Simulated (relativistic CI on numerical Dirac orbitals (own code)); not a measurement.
**Crystal-field levels of Yb³⁺, 4f13**

Calculated by Dirac-Coulomb-Breit CI, separate exchange-only KLI orbitals for each configuration, model QED (radiative potential, 1s self-energy scaled to tabulated hydrogen-like ionisation energies), one configuration in a parametric crystal field, unscaled Slater integrals (own radial code).

Field parameters in Wybourne normalisation; cubic f-shell fields have B⁴₄ = √(5/14) B⁴₀ and B⁶₄ = −√(7/2) B⁶₀. The field is a parameter set, without covalency.

S is read from ⟨S²⟩ = S(S + 1).

Levels (cm⁻¹, degeneracy): 0 (2), 324 (2), 537 (4), 10423 (2), 10654 (4).

Q: Which field gives this pattern?
A. Oh, B40 = -900, B60 = 850 cm⁻¹
B. Oh, B40 = -680, B60 = 580 cm⁻¹
C. Oh, B40 = 1190, B60 = 730 cm⁻¹

A: A. Oh, B40 = -900, B60 = 850 cm⁻¹, ground level with S = 0.50.
